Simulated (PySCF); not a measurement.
The vertical singlet excitations below were computed for one of the candidates. The calculation used TDDFT CAM-B3LYP/def2-SVPD, vertical, gas phase, core orbitals frozen in the response (PySCF). Geometries: GFN2-xTB, one conformer each.

```json
{"state": "S1", "E (eV)": "5.91", "f": "0.0002", "main configurations (H = HOMO, L = LUMO)": "H-1→L+1 (92%)"}
{"state": "S2", "E (eV)": "6.74", "f": "0.011", "main configurations (H = HOMO, L = LUMO)": "H→L (89%)"}
{"state": "S3", "E (eV)": "6.88", "f": "0.108", "main configurations (H = HOMO, L = LUMO)": "H→L+1 (91%)"}
{"state": "S4", "E (eV)": "7.23", "f": "0.019", "main configurations (H = HOMO, L = LUMO)": "H-1→L (84%)"}
{"state": "S5", "E (eV)": "7.61", "f": "0.010", "main configurations (H = HOMO, L = LUMO)": "H→L+2 (49%), H→L+3 (34%)"}
{"state": "S6", "E (eV)": "8.03", "f": "0.025", "main configurations (H = HOMO, L = LUMO)": "H-1→L+2 (53%), H-1→L+3 (22%)"}
{"state": "S7", "E (eV)": "8.05", "f": "0.0025", "main configurations (H = HOMO, L = LUMO)": "H→L+3 (50%), H→L+2 (40%)"}
{"state": "S8", "E (eV)": "8.21", "f": "0.0005", "main configurations (H = HOMO, L = LUMO)": "H→L+4 (85%)"}
```

Triplets computed (Tamm–Dancoff): 5.25, 5.48, 6.63 eV.

Question: Which structure fits? All have the formula C3H9NOSi.
A. `CC(=O)N(C)[SiH3]`
B. `C/N=C/CO[SiH3]`
C. `CN(C)[SiH2]C=O`

Answer: A. Its S1, at 5.91 eV, is the highest among the candidates; the nearest of the others has S1 at 5.13 eV. S1 is HOMO-1→LUMO+1 (92%). S1 has the pattern of n→π* at C=O. At the same level the other candidates give, for their lowest levels:
- `C/N=C/CO[SiH3]`: 5.13 eV (f 0.001); 7.02 eV (f 0.027); 7.27 eV (f 0.064); 7.52 eV (f 0.045); 7.64 eV (f 0.038); T1 4.33 eV; HOMO -8.71, LUMO 0.83 eV
- `CN(C)[SiH2]C=O`: 3.17 eV (f 0.000); 4.75 eV (f 0.007); 6.10 eV (f 0.015); 6.36 eV (f 0.007); 6.63 eV (f 0.015); T1 2.48 eV; HOMO -8.07, LUMO -0.39 eV

The values belong to the conformer `[CH3:1][C:2](=[O:3])[N:4]([CH3:5])[SiH3:6]`: C1–C2–N4–C5 0°.
